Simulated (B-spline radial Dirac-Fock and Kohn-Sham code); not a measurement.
Z = 23 (vanadium), transition energy 448 keV. These are calculated numbers from a radial B-spline solver; the model is a Dirac-Hartree-Slater potential of the neutral atom with a Latter tail (no hole, which puts coefficients of high multipoles low close above an edge), finite nucleus with surface currents. Subshells that would emit electrons below 1 keV are left out.

Q: A pure transition shows α(K) = 0.000342, L1/L2 = 159 and L1/L3 = 80.2. What is its multipolarity?
A. M4
B. E1
C. M3
D. E4
E. E2
F. M1
G. E3
H. M2

A: B. For comparison, α(K), L1/L2, L1/L3 are E2 0.00128, 64.4, 54.2; E3 0.00420, 27.9, 32.4; E4 0.0132, 14.5, 19.8; M1 0.000520, 108, 174; M2 0.00176, 58.5, 131; M3 0.00567, 36.5, 59.7; M4 0.0180, 24.9, 29.6.
